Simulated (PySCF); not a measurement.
Isomers of C4H9F3N2Si, one GFN2-xTB conformer each. Single-point energies are computed at PBE0/pcSseg-1 (PySCF, gas phase, no added dispersion term), electronic only.

| SMILES | GFN2-xTB relative energy (kJ/mol) |
| --- | --- |
| [H]/N=C/[C@@H](N[SiH3])C(F)(F)CF | 218.8 |
| N[SiH2]NC/C=C\C(F)(F)F | 140.1 |
| C[C@@H]1N[SiH2]N[C@H]1C(F)(F)F | 7.7 |
| C[C@@]1(C(F)(F)F)CN[SiH2]N1 | 0.0 |
| C/C=N/N([SiH3])CC(F)(F)F | 163.9 |
| FC(F)(F)CN1CCN[SiH2]1 | 18.0 |
| C=C(C)[Si](N)(N)C(F)(F)F | 194.0 |
| FC[C@@H]1CN[Si@H](C(F)F)N1 | 80.8 |

Conformers: `[H]/[N:1]=[CH:2]/[C@@H:3]([NH:4][SiH3:5])[C:6]([F:7])([F:8])[CH2:9][F:10]` with N1–C2–C3–N4 -19°, C2–C3–N4–Si5 -170°, C2–C3–C6–F7 49°, C3–C6–C9–F10 178°; `[NH2:1][SiH2:2][NH:3][CH2:4]/[CH:5]=[CH:6]\[C:7]([F:8])([F:9])[F:10]` with H–N1–Si2–N3 -51° and 174°, N1–Si2–N3–C4 -47°, Si2–N3–C4–C5 -80°, N3–C4–C5–C6 -117°; `[CH3:1][C@@H:2]1[NH:3][SiH2:4][NH:5][C@H:6]1[C:7]([F:8])([F:9])[F:10]` with C1–C2–N3–Si4 -146°, C2–N3–Si4–N5 11°, N3–Si4–N5–C6 7°, Si4–N5–C6–C7 -142°; `[CH3:1][C@@:2]1([C:3]([F:4])([F:5])[F:6])[CH2:7][NH:8][SiH2:9][NH:10]1` with C1–C2–C7–N8 153°, C2–C7–N8–Si9 -22°, C7–N8–Si9–N10 7°, N8–Si9–N10–C2 13°; `[CH3:1]/[CH:2]=[N:3]/[N:4]([SiH3:5])[CH2:6][C:7]([F:8])([F:9])[F:10]` with C2–N3–N4–Si5 -3°, N3–N4–C6–C7 -90°; `[F:1][C:2]([F:3])([F:4])[CH2:5][N:6]1[CH2:7][CH2:8][NH:9][SiH2:10]1` with C2–C5–N6–C7 -70°, C5–N6–C7–C8 -172°, N6–C7–C8–N9 -36°, C7–C8–N9–Si10 29°, C8–N9–Si10–N6 -11°; `[CH2:1]=[C:2]([CH3:3])[Si:4]([NH2:5])([NH2:6])[C:7]([F:8])([F:9])[F:10]` with C1–C2–Si4–N5 -32°, C2–Si4–N5–H -179° and -35°, C2–Si4–N6–H 81° and -64°; `[F:1][CH2:2][C@@H:3]1[CH2:4][NH:5][Si@H:6]([CH:7]([F:8])[F:9])[NH:10]1` with F1–C2–C3–C4 178°, N5–Si6–C7–F8 -163°, C2–C3–C4–N5 -87°, C3–C4–N5–Si6 -37°, C4–N5–Si6–C7 145°, N5–Si6–N10–C3 -3°.

Task: What does PBE0/pcSseg-1 give for the same structures?

Result: 
| SMILES | PBE0/pcSseg-1 E (Eh) | PBE0/pcSseg-1 (kJ/mol) | GFN2-xTB (kJ/mol) | point group |
| --- | --- | --- | --- | --- |
| C=C(C)[Si](N)(N)C(F)(F)F | -855.65093 | 0.0 | 194.0 | C1 |
| C[C@@H]1N[SiH2]N[C@H]1C(F)(F)F | -855.64451 | 16.8 | 7.7 | C1 |
| C[C@@]1(C(F)(F)F)CN[SiH2]N1 | -855.64442 | 17.1 | 0.0 | C1 |
| FC(F)(F)CN1CCN[SiH2]1 | -855.63062 | 53.3 | 18.0 | C1 |
| N[SiH2]NC/C=C\C(F)(F)F | -855.61979 | 81.8 | 140.1 | C1 |
| FC[C@@H]1CN[Si@H](C(F)F)N1 | -855.61559 | 92.8 | 80.8 | C1 |
| [H]/N=C/[C@@H](N[SiH3])C(F)(F)CF | -855.56940 | 214.0 | 218.8 | C1 |
| C/C=N/N([SiH3])CC(F)(F)F | -855.56809 | 217.5 | 163.9 | C1 |

GFN2-xTB puts C[C@@]1(C(F)(F)F)CN[SiH2]N1 lowest instead; measured from each level's own lowest isomer, the values differ by up to 194.0 kJ/mol (C=C(C)[Si](N)(N)C(F)(F)F: 194.0 against 0.0). As drawn, the lowest has an N–H bond, an Si–C bond and a C=C bond outside aromatic rings, which the highest lacks; the highest has a C=N bond and an N–N linkage, which the lowest lacks. Neighbours under 10 kJ/mol apart (C[C@@H]1N[SiH2]N[C@H]1C(F)(F)F and C[C@@]1(C(F)(F)F)CN[SiH2]N1; [H]/N=C/[C@@H](N[SiH3])C(F)(F)CF and C/C=N/N([SiH3])CC(F)(F)F) can change places with a better method, another conformer or zero-point energy.

Task: Which frontier levels, dipoles and rotational constants go with these structures?

Result: 
```tsv
SMILES	HOMO (eV, PBE0/pcSseg-1)	LUMO (eV)	dipole (D)	A, B, C (MHz)
C=C(C)[Si](N)(N)C(F)(F)F	-7.48	-0.35	2.74	1439, 927.4, 768.8
C[C@@H]1N[SiH2]N[C@H]1C(F)(F)F	-6.87	0.39	2.23	1767, 897.2, 692.8
C[C@@]1(C(F)(F)F)CN[SiH2]N1	-6.73	0.46	2.23	1827, 958.6, 908.2
FC(F)(F)CN1CCN[SiH2]1	-6.60	0.41	2.78	2341, 712.5, 637.9
N[SiH2]NC/C=C\C(F)(F)F	-7.07	-0.70	2.97	3107, 422.5, 418.1
FC[C@@H]1CN[Si@H](C(F)F)N1	-6.95	0.46	3.60	1815, 675.2, 560.1
[H]/N=C/[C@@H](N[SiH3])C(F)(F)CF	-7.12	-0.89	3.22	1243, 930.1, 697.4
C/C=N/N([SiH3])CC(F)(F)F	-6.60	0.16	2.44	1581, 753.0, 585.3
```
